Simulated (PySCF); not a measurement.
**From a computed spectrum to the compound**

A species of 11 atoms with charge 0 has these harmonic modes (PBE0, small Gaussian bases with core potentials, PySCF 2.14.0):

```
cm⁻¹  km/mol  symmetry
  73     3.6          
  77     3.2          
  81     0.2          
 111    12.6          
 128     1.1          
 129     1.5          
 269     2.1          
 304     0.0          
 336   239.7          
 344   242.5          
 434     7.0          
 439    40.8          
 453   398.4          
 506    29.4          
 507    28.4          
 588   190.8          
 588   195.7          
 608    20.4          
1171   159.5          
1629    22.9          
1629    22.9          
3504    19.6          
3632    42.3          
3632    42.2          
4034   102.9          
4041   126.2          
4042    58.8
```

Question: Which species is it, and in which structure?

Answer: Tm(OH)3(NH3) (singlet in the valence; each metal's 4f electrons, 12 of them, lie in its core potential, out of spins and levels):
```xyz
11

Tm    0.0691   -0.0729    0.0741
O     1.0775    1.4157    1.0180
H     1.6004    2.0404    1.5143
O    -1.4716   -0.9682    1.0485
H    -2.1155   -1.4359    1.5754
O     1.0178   -1.1030   -1.3965
H     1.5209   -1.6303   -2.0121
N    -1.2940    1.3609   -1.3886
H    -1.8892    1.9920   -0.8512
H    -0.7160    1.9399   -1.9986
H    -1.9071    0.8099   -1.9902
```
Ideal gas at 298.15 K and 1 bar: S = 434.8 J/(mol K), Cp = 151.8 J/(mol K), H − H(0 K) = 30.4 kJ/mol (rigid rotor, harmonic modes, spin degeneracy alone, that of the 4f electrons in the core included). An lcecp potential fixes the number of 4f electrons, so in runs with it no electron can move into or out of that shell.
 Other answers can fit too; this one was computed.
